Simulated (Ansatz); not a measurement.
Consider the formal exchange of groups at the Si–S bond: `[SiH3]S[SiH2]S[SiH3]` + `CC(C)F` → `C[SiH2]S[SiH3]` + `CC(F)S[SiH3]`.

Isolated molecules relaxed with PBE0-D4/def2-TZVP in Ansatz; ΔE leaves out vibrations. CBS: MP2 limit from def2 TZ/QZ plus the TZ coupled-cluster correction, frozen cores. Functionals use def2-TZVPP. One conformer a species, not always the lowest.

```csv
species,PBE0-D4 energy (Eh)
`[SiH3]S[SiH2]S[SiH3]`,-1669.19147
`CC(C)F`,-218.23114
`C[SiH2]S[SiH3]`,-1019.77089
`CC(F)S[SiH3]`,-867.61607
```

Question: Work out ΔE.

Answer: ΔE = (-1019.77089) + (-867.61607) − (-1669.19147) − (-218.23114) = 0.03565 Eh = +93.6 kJ/mol. CCSD(T)/CBS gives +93.8 kJ/mol.

Largest T1 diagnostic among the species: 0.012.

From PBE to PBE0 (25 % exact exchange), in def2-TZVPP and without D4, ΔE moves by +5.8 kJ/mol. The D4 term adds +10.0 kJ/mol with B3LYP and +5.7 kJ/mol with PBE0; it sums over pairs of atoms, weighted by their polarisabilities, and B3LYP, whose exchange is more repulsive, gets the larger term.

B3LYP here is the variant with VWN-RPA as its local correlation; programs differ in this.
